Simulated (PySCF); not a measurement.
AlFH, AlF₂H (calculated)

All values are calculated (PySCF 2.14.0). Calculation on a computer-drawn molecule: vertical ionisation energy to the stated ion spin, frozen-core CCSD(T) at the basis limit and cheaper methods, single-reference cases, UHF for radicals, no spin-orbit; all values are single points at the evaluated structure, the first of each entry, which is the reference or a displaced copy of it and isn't optimised; the reference structure only sets the zero of the energies above reference; triples share is (T) over the correlation energy.

Common to all runs: multiplicity 1; ion multiplicity 2; diffuse functions no; basis cc-pV(n+d)Z; reference is the Hartree-Fock double-zeta minimum; best is HF at quadruple zeta + MP2 correlation extrapolated from triple and quadruple zeta + CCSD(T) minus MP2 at triple zeta; basis step is the size of the change from the same recipe one zeta lower.

```json
{"entry": 1, "formula": "AlFH", "evaluated_structure": {"atoms_angstrom": [["F", 0.344, 2.1721, -0.65], ["Al", -0.8061, 2.6095, 0.4034], ["H", -1.8869, 3.0054, 1.3962]]}, "reference_structure": {"atoms_angstrom": [["F", 0.3505, 2.1912, -0.6441], ["Al", -0.7959, 2.6126, 0.3928], ["H", -1.8943, 3.0164, 1.3863]]}, "given": {"charge": 1, "drawn_bonds_atom": [1, 2], "drawn_bonds_other_atom": [2, 3], "drawn_bonds_order": [1, 1]}, "results": {"ionisation_energy_best [eV]": 21.33, "ionisation_energy_basis_step [eV]": 0.01066, "energy_above_reference_best [kcal/mol]": 0.2963, "energy_above_reference_basis_step [kcal/mol]": 0.1019, "triple_zeta_method": ["HF", "PBE", "r2SCAN", "B3LYP", "wB97X", "MP2", "CCSD", "CCSD(T)"], "triple_zeta_ionisation_energy [eV]": [20.45, 20.82, 20.91, 21.21, 21.37, 21.03, 21.29, 21.24], "triple_zeta_energy_above_reference [kcal/mol]": [0.6196, 0.138, 0.2906, 0.2458, 0.2789, 0.1844, 0.3332, 0.272], "ionisation_energy_Koopmans_at_triple_zeta [eV]": 21.51, "ionisation_energy_EOM_CCSD_at_triple_zeta [eV]": 21.36, "total_energy_HF_triple_zeta [hartree]": -341.7519, "total_energy_CCSD(T)_triple_zeta [hartree]": -342.0778, "total_energy_best [hartree]": -342.1369, "T1_diagnostic_at_triple_zeta": 0.01516, "D1_diagnostic_at_triple_zeta": 0.02837, "ion_T1_diagnostic_at_triple_zeta": 0.03245, "ion_D1_diagnostic_at_triple_zeta": 0.1165, "ion_spin_squared_at_triple_zeta": 0.7539, "triples_share_at_triple_zeta": 0.02672, "basis_functions_triple_zeta": 83}}
{"entry": 2, "formula": "AlFH", "evaluated_structure": {"atoms_angstrom": [["F", 0.3784, 2.1056, -0.6433], ["Al", -0.7675, 2.6075, 0.3711], ["H", -1.8971, 3.0083, 1.4403]]}, "reference_structure": {"atoms_angstrom": [["F", 0.3505, 2.1912, -0.6441], ["Al", -0.7959, 2.6126, 0.3928], ["H", -1.8943, 3.0164, 1.3863]]}, "given": {"charge": 1, "drawn_bonds_atom": [1, 2], "drawn_bonds_other_atom": [2, 3], "drawn_bonds_order": [1, 1]}, "results": {"ionisation_energy_best [eV]": 20.94, "ionisation_energy_basis_step [eV]": 0.0116, "energy_above_reference_best [kcal/mol]": 0.7938, "energy_above_reference_basis_step [kcal/mol]": 0.01731, "triple_zeta_method": ["HF", "PBE", "r2SCAN", "B3LYP", "wB97X", "MP2", "CCSD", "CCSD(T)"], "triple_zeta_ionisation_energy [eV]": [20.02, 20.55, 20.61, 20.9, 20.99, 20.62, 20.89, 20.85], "triple_zeta_energy_above_reference [kcal/mol]": [1.306, 0.3051, 0.7457, 0.7996, 0.9391, 0.9622, 0.8345, 0.7675], "ionisation_energy_Koopmans_at_triple_zeta [eV]": 21.04, "ionisation_energy_EOM_CCSD_at_triple_zeta [eV]": 20.97, "total_energy_HF_triple_zeta [hartree]": -341.7508, "total_energy_CCSD(T)_triple_zeta [hartree]": -342.0770, "total_energy_best [hartree]": -342.1361, "T1_diagnostic_at_triple_zeta": 0.01518, "D1_diagnostic_at_triple_zeta": 0.02826, "ion_T1_diagnostic_at_triple_zeta": 0.02868, "ion_D1_diagnostic_at_triple_zeta": 0.09702, "ion_spin_squared_at_triple_zeta": 0.7525, "triples_share_at_triple_zeta": 0.02672, "basis_functions_triple_zeta": 83}}
{"entry": 3, "formula": "AlF2H", "evaluated_structure": {"atoms_angstrom": [["F", 0.5065, 0.5594, -0.3766], ["Al", -1.0412, 0.7108, 0.1509], ["F", -1.8987, 1.9957, -0.4063], ["H", -1.6657, -0.3144, 1.1322]]}, "reference_structure": {"atoms_angstrom": [["F", 0.5065, 0.5594, -0.3766], ["Al", -1.0412, 0.7108, 0.1509], ["F", -1.8987, 1.9957, -0.4063], ["H", -1.6657, -0.3144, 1.1322]]}, "given": {"charge": 0, "drawn_bonds_atom": [1, 2, 2], "drawn_bonds_other_atom": [2, 3, 4], "drawn_bonds_order": [1, 1, 1]}, "results": {"ionisation_energy_best [eV]": 13.35, "ionisation_energy_basis_step [eV]": 0.02392, "energy_above_reference_best [kcal/mol]": 0.0, "energy_above_reference_basis_step [kcal/mol]": 0.0, "triple_zeta_method": ["HF", "PBE", "r2SCAN", "B3LYP", "wB97X", "MP2", "CCSD", "CCSD(T)"], "triple_zeta_ionisation_energy [eV]": [12.55, 12.55, 12.74, 13.04, 13.29, 13.07, 13.28, 13.23], "triple_zeta_energy_above_reference [kcal/mol]": [0.0, 0.0, 0.0, 0.0, 0.0, 0.0, 0.0, 0.0], "ionisation_energy_Koopmans_at_triple_zeta [eV]": 13.72, "ionisation_energy_EOM_CCSD_at_triple_zeta [eV]": 13.36, "total_energy_HF_triple_zeta [hartree]": -441.6208, "total_energy_CCSD(T)_triple_zeta [hartree]": -442.2276, "total_energy_best [hartree]": -442.3446, "T1_diagnostic_at_triple_zeta": 0.01274, "D1_diagnostic_at_triple_zeta": 0.03313, "ion_T1_diagnostic_at_triple_zeta": 0.02697, "ion_D1_diagnostic_at_triple_zeta": 0.135, "ion_spin_squared_at_triple_zeta": 0.7527, "triples_share_at_triple_zeta": 0.02635, "basis_functions_triple_zeta": 113, "dipole_magnitude_HF_at_triple_zeta [debye]": 1.545, "dipole_magnitude_CCSD_unrelaxed_at_triple_zeta [debye]": 1.38, "dipole_magnitude_PBE_at_triple_zeta [debye]": 1.327, "dipole_magnitude_r2SCAN_at_triple_zeta [debye]": 1.337, "dipole_magnitude_B3LYP_at_triple_zeta [debye]": 1.412, "dipole_magnitude_wB97X_at_triple_zeta [debye]": 1.403}}
{"entry": 4, "formula": "AlF2H", "evaluated_structure": {"atoms_angstrom": [["F", 0.5441, 0.5473, -0.4512], ["Al", -0.9699, 0.6855, 0.1513], ["F", -1.9079, 2.0688, -0.4614], ["H", -1.6438, -0.2958, 1.0992]]}, "reference_structure": {"atoms_angstrom": [["F", 0.5065, 0.5594, -0.3766], ["Al", -1.0412, 0.7108, 0.1509], ["F", -1.8987, 1.9957, -0.4063], ["H", -1.6657, -0.3144, 1.1322]]}, "given": {"charge": 0, "drawn_bonds_atom": [1, 2, 2], "drawn_bonds_other_atom": [2, 3, 4], "drawn_bonds_order": [1, 1, 1]}, "results": {"ionisation_energy_best [eV]": 13.61, "ionisation_energy_basis_step [eV]": 0.05323, "energy_above_reference_best [kcal/mol]": 5.604, "energy_above_reference_basis_step [kcal/mol]": 0.4786, "triple_zeta_method": ["HF", "PBE", "r2SCAN", "B3LYP", "wB97X", "MP2", "CCSD", "CCSD(T)"], "triple_zeta_ionisation_energy [eV]": [12.91, 12.58, 12.8, 13.11, 13.43, 13.36, 13.56, 13.47], "triple_zeta_energy_above_reference [kcal/mol]": [7.517, 4.417, 5.663, 5.346, 5.571, 5.279, 5.921, 5.623], "ionisation_energy_Koopmans_at_triple_zeta [eV]": 14.08, "ionisation_energy_EOM_CCSD_at_triple_zeta [eV]": 13.59, "total_energy_HF_triple_zeta [hartree]": -441.6088, "total_energy_CCSD(T)_triple_zeta [hartree]": -442.2187, "total_energy_best [hartree]": -442.3357, "T1_diagnostic_at_triple_zeta": 0.01354, "D1_diagnostic_at_triple_zeta": 0.0354, "ion_T1_diagnostic_at_triple_zeta": 0.0377, "ion_D1_diagnostic_at_triple_zeta": 0.2026, "ion_spin_squared_at_triple_zeta": 0.7576, "triples_share_at_triple_zeta": 0.027, "basis_functions_triple_zeta": 113, "dipole_magnitude_HF_at_triple_zeta [debye]": 2.208, "dipole_magnitude_CCSD_unrelaxed_at_triple_zeta [debye]": 1.979, "dipole_magnitude_PBE_at_triple_zeta [debye]": 1.872, "dipole_magnitude_r2SCAN_at_triple_zeta [debye]": 1.914, "dipole_magnitude_B3LYP_at_triple_zeta [debye]": 1.991, "dipole_magnitude_wB97X_at_triple_zeta [debye]": 2.0}}
{"entry": 5, "formula": "AlF2H", "evaluated_structure": {"atoms_angstrom": [["F", 0.5046, 0.5608, -0.3766], ["Al", -1.041, 0.7227, 0.1514], ["F", -1.9797, 2.0985, -0.4514], ["H", -1.6639, -0.3242, 1.128]]}, "reference_structure": {"atoms_angstrom": [["F", 0.5065, 0.5594, -0.3766], ["Al", -1.0412, 0.7108, 0.1509], ["F", -1.8987, 1.9957, -0.4063], ["H", -1.6657, -0.3144, 1.1322]]}, "given": {"charge": 0, "drawn_bonds_atom": [1, 2, 2], "drawn_bonds_other_atom": [2, 3, 4], "drawn_bonds_order": [1, 1, 1]}, "results": {"ionisation_energy_best [eV]": 13.44, "ionisation_energy_basis_step [eV]": 0.04516, "energy_above_reference_best [kcal/mol]": 4.731, "energy_above_reference_basis_step [kcal/mol]": 0.422, "triple_zeta_method": ["HF", "PBE", "r2SCAN", "B3LYP", "wB97X", "MP2", "CCSD", "CCSD(T)"], "triple_zeta_ionisation_energy [eV]": [12.69, 12.5, 12.71, 13.02, 13.33, 13.16, 13.38, 13.3], "triple_zeta_energy_above_reference [kcal/mol]": [6.78, 3.379, 4.783, 4.527, 4.76, 4.456, 5.077, 4.753], "ionisation_energy_Koopmans_at_triple_zeta [eV]": 13.86, "ionisation_energy_EOM_CCSD_at_triple_zeta [eV]": 13.44, "total_energy_HF_triple_zeta [hartree]": -441.6100, "total_energy_CCSD(T)_triple_zeta [hartree]": -442.2201, "total_energy_best [hartree]": -442.3371, "T1_diagnostic_at_triple_zeta": 0.01357, "D1_diagnostic_at_triple_zeta": 0.03526, "ion_T1_diagnostic_at_triple_zeta": 0.03184, "ion_D1_diagnostic_at_triple_zeta": 0.1645, "ion_spin_squared_at_triple_zeta": 0.7549, "triples_share_at_triple_zeta": 0.02705, "basis_functions_triple_zeta": 113, "dipole_magnitude_HF_at_triple_zeta [debye]": 1.873, "dipole_magnitude_CCSD_unrelaxed_at_triple_zeta [debye]": 1.67, "dipole_magnitude_PBE_at_triple_zeta [debye]": 1.598, "dipole_magnitude_r2SCAN_at_triple_zeta [debye]": 1.621, "dipole_magnitude_B3LYP_at_triple_zeta [debye]": 1.7, "dipole_magnitude_wB97X_at_triple_zeta [debye]": 1.699}}
{"entry": 6, "formula": "AlF2H", "evaluated_structure": {"atoms_angstrom": [["F", 0.5122, 0.5585, -0.3686], ["Al", -1.0149, 0.7116, 0.1303], ["F", -1.9008, 1.9911, -0.4138], ["H", -1.6663, -0.3162, 1.132]]}, "reference_structure": {"atoms_angstrom": [["F", 0.5065, 0.5594, -0.3766], ["Al", -1.0412, 0.7108, 0.1509], ["F", -1.8987, 1.9957, -0.4063], ["H", -1.6657, -0.3144, 1.1322]]}, "given": {"charge": 0, "drawn_bonds_atom": [1, 2, 2], "drawn_bonds_other_atom": [2, 3, 4], "drawn_bonds_order": [1, 1, 1]}, "results": {"ionisation_energy_best [eV]": 13.19, "ionisation_energy_basis_step [eV]": 0.02135, "energy_above_reference_best [kcal/mol]": 0.3854, "energy_above_reference_basis_step [kcal/mol]": 0.08654, "triple_zeta_method": ["HF", "PBE", "r2SCAN", "B3LYP", "wB97X", "MP2", "CCSD", "CCSD(T)"], "triple_zeta_ionisation_energy [eV]": [12.36, 12.46, 12.64, 12.93, 13.15, 12.9, 13.12, 13.07], "triple_zeta_energy_above_reference [kcal/mol]": [0.09703, 0.4506, 0.3307, 0.4116, 0.3848, 0.4656, 0.3336, 0.3692], "ionisation_energy_Koopmans_at_triple_zeta [eV]": 13.53, "ionisation_energy_EOM_CCSD_at_triple_zeta [eV]": 13.2, "total_energy_HF_triple_zeta [hartree]": -441.6206, "total_energy_CCSD(T)_triple_zeta [hartree]": -442.2270, "total_energy_best [hartree]": -442.3440, "T1_diagnostic_at_triple_zeta": 0.01265, "D1_diagnostic_at_triple_zeta": 0.03276, "ion_T1_diagnostic_at_triple_zeta": 0.02527, "ion_D1_diagnostic_at_triple_zeta": 0.124, "ion_spin_squared_at_triple_zeta": 0.7523, "triples_share_at_triple_zeta": 0.02627, "basis_functions_triple_zeta": 113, "dipole_magnitude_HF_at_triple_zeta [debye]": 1.344, "dipole_magnitude_CCSD_unrelaxed_at_triple_zeta [debye]": 1.197, "dipole_magnitude_PBE_at_triple_zeta [debye]": 1.161, "dipole_magnitude_r2SCAN_at_triple_zeta [debye]": 1.162, "dipole_magnitude_B3LYP_at_triple_zeta [debye]": 1.236, "dipole_magnitude_wB97X_at_triple_zeta [debye]": 1.222}}
{"entry": 7, "formula": "AlF2H", "evaluated_structure": {"atoms_angstrom": [["F", 0.5772, 0.5124, -0.45], ["Al", -0.9348, 0.7167, 0.1056], ["F", -2.0399, 1.9755, -0.4531], ["H", -1.6504, -0.1892, 1.1284]]}, "reference_structure": {"atoms_angstrom": [["F", 0.5065, 0.5594, -0.3766], ["Al", -1.0412, 0.7108, 0.1509], ["F", -1.8987, 1.9957, -0.4063], ["H", -1.6657, -0.3144, 1.1322]]}, "given": {"charge": 0, "drawn_bonds_atom": [1, 2, 2], "drawn_bonds_other_atom": [2, 3, 4], "drawn_bonds_order": [1, 1, 1]}, "results": {"ionisation_energy_best [eV]": 13.25, "ionisation_energy_basis_step [eV]": 0.04378, "energy_above_reference_best [kcal/mol]": 5.754, "energy_above_reference_basis_step [kcal/mol]": 0.444, "triple_zeta_method": ["HF", "PBE", "r2SCAN", "B3LYP", "wB97X", "MP2", "CCSD", "CCSD(T)"], "triple_zeta_ionisation_energy [eV]": [12.49, 12.38, 12.56, 12.86, 13.13, 12.98, 13.18, 13.1], "triple_zeta_energy_above_reference [kcal/mol]": [7.582, 4.492, 5.717, 5.462, 5.696, 5.434, 6.002, 5.702], "ionisation_energy_Koopmans_at_triple_zeta [eV]": 13.67, "ionisation_energy_EOM_CCSD_at_triple_zeta [eV]": 13.23, "total_energy_HF_triple_zeta [hartree]": -441.6087, "total_energy_CCSD(T)_triple_zeta [hartree]": -442.2185, "total_energy_best [hartree]": -442.3355, "T1_diagnostic_at_triple_zeta": 0.01353, "D1_diagnostic_at_triple_zeta": 0.03505, "ion_T1_diagnostic_at_triple_zeta": 0.03264, "ion_D1_diagnostic_at_triple_zeta": 0.1708, "ion_spin_squared_at_triple_zeta": 0.7563, "triples_share_at_triple_zeta": 0.027, "basis_functions_triple_zeta": 113, "dipole_magnitude_HF_at_triple_zeta [debye]": 1.579, "dipole_magnitude_CCSD_unrelaxed_at_triple_zeta [debye]": 1.413, "dipole_magnitude_PBE_at_triple_zeta [debye]": 1.35, "dipole_magnitude_r2SCAN_at_triple_zeta [debye]": 1.374, "dipole_magnitude_B3LYP_at_triple_zeta [debye]": 1.437, "dipole_magnitude_wB97X_at_triple_zeta [debye]": 1.438}}
{"entry": 8, "formula": "AlF2H", "evaluated_structure": {"atoms_angstrom": [["F", 0.4992, 0.5462, -0.3881], ["Al", -1.0431, 0.7243, 0.1674], ["F", -1.8751, 1.9971, -0.4055], ["H", -1.6696, -0.3149, 1.1271]]}, "reference_structure": {"atoms_angstrom": [["F", 0.5065, 0.5594, -0.3766], ["Al", -1.0412, 0.7108, 0.1509], ["F", -1.8987, 1.9957, -0.4063], ["H", -1.6657, -0.3144, 1.1322]]}, "given": {"charge": 0, "drawn_bonds_atom": [1, 2, 2], "drawn_bonds_other_atom": [2, 3, 4], "drawn_bonds_order": [1, 1, 1]}, "results": {"ionisation_energy_best [eV]": 13.37, "ionisation_energy_basis_step [eV]": 0.02285, "energy_above_reference_best [kcal/mol]": 0.1901, "energy_above_reference_basis_step [kcal/mol]": 0.02979, "triple_zeta_method": ["HF", "PBE", "r2SCAN", "B3LYP", "wB97X", "MP2", "CCSD", "CCSD(T)"], "triple_zeta_ionisation_energy [eV]": [12.56, 12.56, 12.75, 13.05, 13.3, 13.08, 13.3, 13.24], "triple_zeta_energy_above_reference [kcal/mol]": [-0.006673, 0.303, 0.1683, 0.1906, 0.1744, 0.2168, 0.1588, 0.1888], "ionisation_energy_Koopmans_at_triple_zeta [eV]": 13.73, "ionisation_energy_EOM_CCSD_at_triple_zeta [eV]": 13.37, "total_energy_HF_triple_zeta [hartree]": -441.6208, "total_energy_CCSD(T)_triple_zeta [hartree]": -442.2273, "total_energy_best [hartree]": -442.3443, "T1_diagnostic_at_triple_zeta": 0.01268, "D1_diagnostic_at_triple_zeta": 0.03298, "ion_T1_diagnostic_at_triple_zeta": 0.02697, "ion_D1_diagnostic_at_triple_zeta": 0.1354, "ion_spin_squared_at_triple_zeta": 0.7527, "triples_share_at_triple_zeta": 0.02628, "basis_functions_triple_zeta": 113, "dipole_magnitude_HF_at_triple_zeta [debye]": 1.59, "dipole_magnitude_CCSD_unrelaxed_at_triple_zeta [debye]": 1.421, "dipole_magnitude_PBE_at_triple_zeta [debye]": 1.363, "dipole_magnitude_r2SCAN_at_triple_zeta [debye]": 1.376, "dipole_magnitude_B3LYP_at_triple_zeta [debye]": 1.451, "dipole_magnitude_wB97X_at_triple_zeta [debye]": 1.442}}
{"entry": 9, "formula": "AlF2H", "evaluated_structure": {"atoms_angstrom": [["F", 0.4992, 0.5462, -0.3881], ["Al", -1.0431, 0.7243, 0.1674], ["F", -1.8751, 1.9971, -0.4055], ["H", -1.638, -0.2625, 1.0787]]}, "reference_structure": {"atoms_angstrom": [["F", 0.5065, 0.5594, -0.3766], ["Al", -1.0412, 0.7108, 0.1509], ["F", -1.8987, 1.9957, -0.4063], ["H", -1.6657, -0.3144, 1.1322]]}, "given": {"charge": 0, "drawn_bonds_atom": [1, 2, 2], "drawn_bonds_other_atom": [2, 3, 4], "drawn_bonds_order": [1, 1, 1]}, "results": {"ionisation_energy_best [eV]": 13.62, "ionisation_energy_basis_step [eV]": 0.02184, "energy_above_reference_best [kcal/mol]": 1.655, "energy_above_reference_basis_step [kcal/mol]": 0.09651, "triple_zeta_method": ["HF", "PBE", "r2SCAN", "B3LYP", "wB97X", "MP2", "CCSD", "CCSD(T)"], "triple_zeta_ionisation_energy [eV]": [12.86, 12.7, 12.92, 13.23, 13.51, 13.37, 13.57, 13.5], "triple_zeta_energy_above_reference [kcal/mol]": [1.315, 2.027, 1.623, 1.509, 1.519, 1.538, 1.549, 1.611], "ionisation_energy_Koopmans_at_triple_zeta [eV]": 14.06, "ionisation_energy_EOM_CCSD_at_triple_zeta [eV]": 13.63, "total_energy_HF_triple_zeta [hartree]": -441.6187, "total_energy_CCSD(T)_triple_zeta [hartree]": -442.2251, "total_energy_best [hartree]": -442.3420, "T1_diagnostic_at_triple_zeta": 0.01261, "D1_diagnostic_at_triple_zeta": 0.03298, "ion_T1_diagnostic_at_triple_zeta": 0.03018, "ion_D1_diagnostic_at_triple_zeta": 0.157, "ion_spin_squared_at_triple_zeta": 0.7535, "triples_share_at_triple_zeta": 0.0262, "basis_functions_triple_zeta": 113, "dipole_magnitude_HF_at_triple_zeta [debye]": 1.686, "dipole_magnitude_CCSD_unrelaxed_at_triple_zeta [debye]": 1.509, "dipole_magnitude_PBE_at_triple_zeta [debye]": 1.438, "dipole_magnitude_r2SCAN_at_triple_zeta [debye]": 1.461, "dipole_magnitude_B3LYP_at_triple_zeta [debye]": 1.532, "dipole_magnitude_wB97X_at_triple_zeta [debye]": 1.529}}
{"entry": 10, "formula": "AlF2H", "evaluated_structure": {"atoms_angstrom": [["F", 0.4992, 0.5462, -0.3881], ["Al", -1.0431, 0.7243, 0.1674], ["F", -1.8751, 1.9971, -0.4055], ["H", -1.7312, -0.417, 1.2214]]}, "reference_structure": {"atoms_angstrom": [["F", 0.5065, 0.5594, -0.3766], ["Al", -1.0412, 0.7108, 0.1509], ["F", -1.8987, 1.9957, -0.4063], ["H", -1.6657, -0.3144, 1.1322]]}, "given": {"charge": 0, "drawn_bonds_atom": [1, 2, 2], "drawn_bonds_other_atom": [2, 3, 4], "drawn_bonds_order": [1, 1, 1]}, "results": {"ionisation_energy_best [eV]": 12.85, "ionisation_energy_basis_step [eV]": 0.02548, "energy_above_reference_best [kcal/mol]": 3.138, "energy_above_reference_basis_step [kcal/mol]": 0.172, "triple_zeta_method": ["HF", "PBE", "r2SCAN", "B3LYP", "wB97X", "MP2", "CCSD", "CCSD(T)"], "triple_zeta_ionisation_energy [eV]": [11.97, 12.24, 12.38, 12.67, 12.83, 12.53, 12.77, 12.72], "triple_zeta_energy_above_reference [kcal/mol]": [3.409, 2.553, 3.026, 3.247, 3.273, 3.473, 3.187, 3.14], "ionisation_energy_Koopmans_at_triple_zeta [eV]": 13.11, "ionisation_energy_EOM_CCSD_at_triple_zeta [eV]": 12.86, "total_energy_HF_triple_zeta [hartree]": -441.6154, "total_energy_CCSD(T)_triple_zeta [hartree]": -442.2226, "total_energy_best [hartree]": -442.3396, "T1_diagnostic_at_triple_zeta": 0.01285, "D1_diagnostic_at_triple_zeta": 0.03301, "ion_T1_diagnostic_at_triple_zeta": 0.02263, "ion_D1_diagnostic_at_triple_zeta": 0.104, "ion_spin_squared_at_triple_zeta": 0.7516, "triples_share_at_triple_zeta": 0.02645, "basis_functions_triple_zeta": 113, "dipole_magnitude_HF_at_triple_zeta [debye]": 1.388, "dipole_magnitude_CCSD_unrelaxed_at_triple_zeta [debye]": 1.242, "dipole_magnitude_PBE_at_triple_zeta [debye]": 1.203, "dipole_magnitude_r2SCAN_at_triple_zeta [debye]": 1.199, "dipole_magnitude_B3LYP_at_triple_zeta [debye]": 1.28, "dipole_magnitude_wB97X_at_triple_zeta [debye]": 1.258}}
```
